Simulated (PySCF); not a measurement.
PySCF input file for B(F)(OH)(SH) (BFH2OS), SMILES OB(F)S, TDA-LC-ωPBE/def2-SVPD. Geometry optimised at B3LYP-D3(BJ)/def2-SVP. The values are those of a single conformer.

```python
import numpy as np
from pyscf import gto, scf, dft, tdscf

mol = gto.M(
    atom='''
    B    -0.01436899    0.45179466   -0.00000000
    F    -1.18304449    1.10131579   -0.00000000
    O     1.15068517    1.13661396   -0.00000000
    H     1.02215386    2.09545360    0.00000001
    S    -0.05019511   -1.36613041    0.00000000
    H     1.29473193   -1.50109405   -0.00000000
    ''',
    basis='def2-SVPD',
    charge=0,
    spin=0,
    symmetry=True,
    max_memory=1600,
    verbose=4,
)
mf = dft.RKS(mol, xc='lc_wpbe').density_fit(auxbasis='def2-universal-jkfit')
mf.grids.level = 3
mf.conv_tol = 1e-9
mf.max_cycle = 100
mf.kernel()
mf.grids = dft.Grids(mol).set(level=1).build(with_non0tab=True)  # coarser grid for the response kernel
td = tdscf.TDA(mf)
td.singlet = True
td.nstates = 10
td.conv_tol = 1e-4
td.kernel(x0=td.get_init_guess(mf, 15))
td.analyze()
tt = tdscf.TDA(mf)
tt.singlet = False
tt.nstates = 4
tt.conv_tol = 1e-4
tt.kernel(x0=tt.get_init_guess(mf, 9))
tt.analyze(verbose=3)
```

Output:

```
PySCF version 2.14.0

[INPUT] verbose = 4
[INPUT] num. atoms = 6
[INPUT] num. electrons = 40
[INPUT] charge = 0
[INPUT] spin (= nelec alpha-beta = 2S) = 0
[INPUT] symmetry True subgroup None
[INPUT] Mole.unit = angstrom
[INPUT] Symbol           X                Y                Z      unit          X                Y                Z       unit  Magmom
[INPUT]  1 B     -0.014368990000   0.451794660000   0.000000000000 AA   -0.027153455787   0.853768171941   0.000000000000 Bohr   0.0
[INPUT]  2 F     -1.183044490000   1.101315790000   0.000000000000 AA   -2.235630079276   2.081185219759   0.000000000000 Bohr   0.0
[INPUT]  3 O      1.150685170000   1.136613960000   0.000000000000 AA    2.174479826899   2.147889093757   0.000000000000 Bohr   0.0
[INPUT]  4 H      1.022153860000   2.095453600000   0.000000010000 AA    1.931590852567   3.959833410734   0.000000018897 Bohr   0.0
[INPUT]  5 S     -0.050195110000  -1.366130410000   0.000000000000 AA   -0.094855010692  -2.581612325340   0.000000000000 Bohr   0.0
[INPUT]  6 H      1.294731930000  -1.501094050000   0.000000000000 AA    2.446688752430  -2.836656641714   0.000000000000 Bohr   0.0

nuclear repulsion = 146.053527644264
point group symmetry = Cs
symmetry origin: [1.41729462e-09 3.77945231e-09 4.72431531e-10]
symmetry axis x: [1.00000000e+00 2.67949870e-09 3.93871829e-10]
symmetry axis y: [ 2.67949870e-09 -1.00000000e+00 -3.56509192e-10]
symmetry axis z: [-3.93871828e-10 -3.56509168e-10  1.00000000e+00]
num. orbitals of irrep A' = 77
num. orbitals of irrep A" = 32
number of shells = 45
number of NR pGTOs = 161
number of NR cGTOs = 109
basis = def2-SVPD
ecp = {}


******** <class 'pyscf.df.df_jk.DFSymAdaptedRKS'> ********
method = DFSymAdaptedRKS
initial guess = minao
damping factor = 0
level_shift factor = 0
DIIS = <class 'pyscf.scf.diis.CDIIS'>
diis_start_cycle = 1
diis_space = 8
diis_damp = 0
SCF conv_tol = 1e-09
SCF conv_tol_grad = None
SCF max_cycles = 100
direct_scf = False
XC library pyscf.dft.libxc version 7.1.2
    S. Lehtola, C. Steigemann, M. J. T. Oliveira, and M. A. L. Marques,  SoftwareX 7, 1–5 (2018)
XC functionals = lc_wpbe
    O. A. Vydrov and G. E. Scuseria,  J. Chem. Phys. 125, 234109 (2006)
radial grids:
    Treutler-Ahlrichs [JCP 102, 346 (1995); DOI:10.1063/1.469408] (M4) radial grids

becke partition: Becke, JCP 88, 2547 (1988); DOI:10.1063/1.454033
pruning grids: <function nwchem_prune>
grids dens level: 3
symmetrized grids: True
atomic radii adjust function: <function treutler_atomic_radii_adjust>
small_rho_cutoff = 0
Freeze 0 electrons in irreps []
    40 free electrons in irreps A' A"
Set gradient conv threshold to 3.16228e-05
Initial guess from minao.
tot grids = 80888
Create RSH-DF object <pyscf.df.df.DF object> for omega=0.4
******** <class 'pyscf.df.df.DF'> ********
auxbasis = auxmol.basis = def2-universal-jkfit
init E= -599.310047493609
HOMO (A") = -0.356983563512884  LUMO (A') = 0.0190657213959735  gap/eV = 10.23282
cycle= 1 E= -598.86266414792  delta_E= 0.447  |g|= 0.711  |ddm|= 2.75
HOMO (A") = -0.381429116556128  LUMO (A') = 0.0497144465487729  gap/eV = 11.73201
cycle= 2 E= -598.890086129861  delta_E= -0.0274  |g|= 0.694  |ddm|=  1.1
HOMO (A") = -0.391297343289664  LUMO (A') = 0.0486105315009655  gap/eV = 11.97050
cycle= 3 E= -598.968639347868  delta_E= -0.0786  |g|= 0.0509  |ddm|= 0.483
HOMO (A") = -0.394718166679017  LUMO (A') = 0.0517027234722369  gap/eV = 12.14773
cycle= 4 E= -598.969347600297  delta_E= -0.000708  |g|= 0.0162  |ddm|= 0.0913
HOMO (A") = -0.392002698232611  LUMO (A') = 0.0514171892827933  gap/eV = 12.06607
cycle= 5 E= -598.969443610125  delta_E= -9.6e-05  |g|= 0.00461  |ddm|= 0.0325
HOMO (A") = -0.39246609614007  LUMO (A') = 0.0514004233691536  gap/eV = 12.07822
cycle= 6 E= -598.969450510157  delta_E= -6.9e-06  |g|= 0.00148  |ddm|= 0.00932
HOMO (A") = -0.39252766718649  LUMO (A') = 0.0513674423991581  gap/eV = 12.07900
cycle= 7 E= -598.969451058601  delta_E= -5.48e-07  |g|= 0.000803  |ddm|= 0.00233
HOMO (A") = -0.392496273090995  LUMO (A') = 0.0513651840218836  gap/eV = 12.07809
cycle= 8 E= -598.969451203525  delta_E= -1.45e-07  |g|= 0.000116  |ddm|= 0.000865
HOMO (A") = -0.392492313045044  LUMO (A') = 0.0513647434116971  gap/eV = 12.07797
cycle= 9 E= -598.969451210219  delta_E= -6.69e-09  |g|= 3.02e-05  |ddm|= 0.000266
HOMO (A") = -0.392496916405504  LUMO (A') = 0.0513638800290286  gap/eV = 12.07807
cycle= 10 E= -598.969451210694  delta_E= -4.75e-10  |g|= 6.07e-06  |ddm|= 6.68e-05
HOMO (A") = -0.392495530393054  LUMO (A') = 0.051363956311151  gap/eV = 12.07803
Extra cycle  E= -598.969451210715  delta_E= -2.14e-11  |g|= 2.47e-06  |ddm|= 1.69e-05
converged SCF energy = -598.969451210715
tot grids = 26920


******** <class 'pyscf.tdscf.rks.TDA'> for <class 'pyscf.df.df_jk.DFSymAdaptedRKS'> ********
nstates = 10 singlet
deg_eia_thresh = 1.000e-03
wfnsym = None
conv_tol = 0.0001
eigh lindep = 1e-12
eigh level_shift = 0
eigh max_cycle = 100


Excitation energies (eV)
[ 6.82493888  7.62593443  7.81902775  8.74165888  9.09770894  9.22917835
  9.27151808  9.39715838  9.66949788 10.00004322]

** Singlet excitation energies and oscillator strengths **
Excited State   1:   A"      6.82494 eV    181.66 nm  f=0.0073
      20 -> 21        0.24625
      20 -> 22       -0.28237
      20 -> 23       -0.40583
      20 -> 24       -0.32743
      20 -> 27       -0.20544
      20 -> 28        0.11697
Excited State   2:   A"      7.62593 eV    162.58 nm  f=0.0631
      20 -> 21        0.55976
      20 -> 22       -0.17053
      20 -> 23        0.15293
      20 -> 24        0.19352
      20 -> 27        0.14543
      20 -> 28       -0.16071
      20 -> 31       -0.11334
Excited State   3:   A'      7.81903 eV    158.57 nm  f=0.1903
      19 -> 23        0.12724
      20 -> 25        0.56962
      20 -> 26       -0.34723
Excited State   4:   A"      8.74166 eV    141.83 nm  f=0.0016
      18 -> 21        0.11373
      20 -> 21       -0.21836
      20 -> 22       -0.55655
      20 -> 23        0.22690
      20 -> 28        0.14697
Excited State   5:   A"      9.09771 eV    136.28 nm  f=0.0219
      18 -> 21        0.10410
      20 -> 23       -0.42319
      20 -> 24        0.51417
      20 -> 28       -0.11982
Excited State   6:   A"      9.22918 eV    134.34 nm  f=0.0048
      18 -> 21       -0.12879
      19 -> 25       -0.45254
      19 -> 26        0.37662
      20 -> 22        0.13649
      20 -> 27       -0.18122
      20 -> 28        0.13364
Excited State   7:   A'      9.27152 eV    133.73 nm  f=0.0435
      19 -> 21        0.47142
      19 -> 22       -0.30662
      19 -> 23       -0.20059
      19 -> 24       -0.13202
      20 -> 26       -0.26564
Excited State   8:   A'      9.39716 eV    131.94 nm  f=0.0055
      19 -> 21       -0.12963
      19 -> 22        0.16554
      19 -> 23        0.15964
      20 -> 25       -0.38038
      20 -> 26       -0.49635
Excited State   9:   A"      9.66950 eV    128.22 nm  f=0.0643
      18 -> 21        0.30879
      18 -> 22        0.15217
      19 -> 25       -0.17605
      19 -> 26        0.14690
      20 -> 23       -0.13355
      20 -> 24       -0.14057
      20 -> 27        0.43525
      20 -> 31       -0.11354
      20 -> 33       -0.10909
      20 -> 34        0.18239
Excited State  10:   A"     10.00004 eV    123.98 nm  f=0.1002
      17 -> 25       -0.15954
      17 -> 26        0.15120
      18 -> 21        0.18191
      18 -> 22        0.10102
      19 -> 25       -0.10551
      20 -> 24       -0.13013
      20 -> 28       -0.41376
      20 -> 31        0.15970
      20 -> 33        0.18742
      20 -> 34       -0.29176
      20 -> 39        0.11009

** Transition electric dipole moments (AU) **
state          X           Y           Z        Dip. S.      Osc.
  1        -0.0000     -0.0000      0.2089      0.0436      0.0073
  2        -0.0000     -0.0000      0.5810      0.3375      0.0631
  3        -0.1002     -0.9916      0.0000      0.9933      0.1903
  4         0.0000      0.0000      0.0874      0.0076      0.0016
  5         0.0000     -0.0000      0.3133      0.0981      0.0219
  6         0.0000     -0.0000     -0.1451      0.0211      0.0048
  7         0.3932      0.1919      0.0000      0.1914      0.0435
  8        -0.0699      0.1380      0.0000      0.0239      0.0055
  9         0.0000     -0.0000      0.5211      0.2715      0.0643
 10         0.0000     -0.0000      0.6397      0.4092      0.1002

** Transition velocity dipole moments (imaginary part, AU) **
state          X           Y           Z        Dip. S.      Osc.
  1        -0.0000      0.0000      0.0816      0.0067      0.0177
  2        -0.0000      0.0000      0.1432      0.0205      0.0488
  3        -0.0102     -0.1739     -0.0000      0.0304      0.0704
  4         0.0000      0.0000      0.0596      0.0036      0.0074
  5         0.0000      0.0000      0.1019      0.0104      0.0207
  6         0.0000      0.0000     -0.1059      0.0112      0.0220
  7         0.1080      0.1415      0.0000      0.0317      0.0620
  8        -0.0044      0.0402      0.0000      0.0016      0.0032
  9         0.0000      0.0000      0.1099      0.0121      0.0226
 10         0.0000     -0.0000      0.1559      0.0243      0.0441

** Transition magnetic dipole moments (imaginary part, AU) **
state          X           Y           Z
  1         0.5243      0.3836     -0.0000
  2         0.6421     -0.2060      0.0000
  3         0.0000     -0.0000      0.0104
  4        -0.2574      0.1315     -0.0000
  5         0.1755      0.1677     -0.0000
  6         0.7507     -0.2651     -0.0000
  7        -0.0000     -0.0000     -0.7706
  8        -0.0000     -0.0000      0.2823
  9         0.5379      0.1619     -0.0000
 10         0.6214     -0.2902     -0.0000


******** <class 'pyscf.tdscf.rks.TDA'> for <class 'pyscf.df.df_jk.DFSymAdaptedRKS'> ********
nstates = 4 triplet
deg_eia_thresh = 1.000e-03
wfnsym = None
conv_tol = 0.0001
eigh lindep = 1e-12
eigh level_shift = 0
eigh max_cycle = 100


Excitation energies (eV)
[6.26016487 6.61153216 7.26758018 7.88226926]

** Triplet excitation energies and oscillator strengths **
Excited State   1:   A"      6.26016 eV    198.05 nm  f=0.0000
Excited State   2:   A'      6.61153 eV    187.53 nm  f=0.0000
Excited State   3:   A"      7.26758 eV    170.60 nm  f=0.0000
Excited State   4:   A'      7.88227 eV    157.30 nm  f=0.0000
```

The calculation finished and met its thresholds.
